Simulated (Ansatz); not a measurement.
Reaction (redistribution): `N[Si]1(Cl)CO1` + `COC([SiH3])=S` → `CO[Si]1(Cl)CO1` + `NC([SiH3])=S`

Computed with Ansatz on PBE0-D4/def2-TZVP structures; ΔE is electronic, products minus reactants. CBS: MP2 limit from def2 TZ/QZ plus the TZ coupled-cluster correction, frozen cores. Functionals use def2-TZVPP. One conformer a species, not always the lowest.

```csv
level,ΔE (kcal/mol)
PBE0-D4,-18.2
B2PLYP,-18.6
SCS-MP2/def2-TZVPP,-17.8
MP2/def2-QZVPP,-17.9
```

(1) What does CCSD(T)/CBS give? (An estimate is asked.)

Largest T1 diagnostic among the species: 0.018.

Results:

(1) Ansatz gave: -17.6 kcal/mol. The listed levels differ from it by -0.6, -1.0, -0.2, -0.3 kcal/mol.

In def2-TZVPP, CCSD(T) changes the Hartree–Fock value by +4.3 kcal/mol (the triples alone add +0.8 kcal/mol) and MP2 by +3.9 kcal/mol. From PBE to PBE0 (25 % exact exchange), in def2-TZVPP and without D4, ΔE moves by −1.2 kcal/mol.
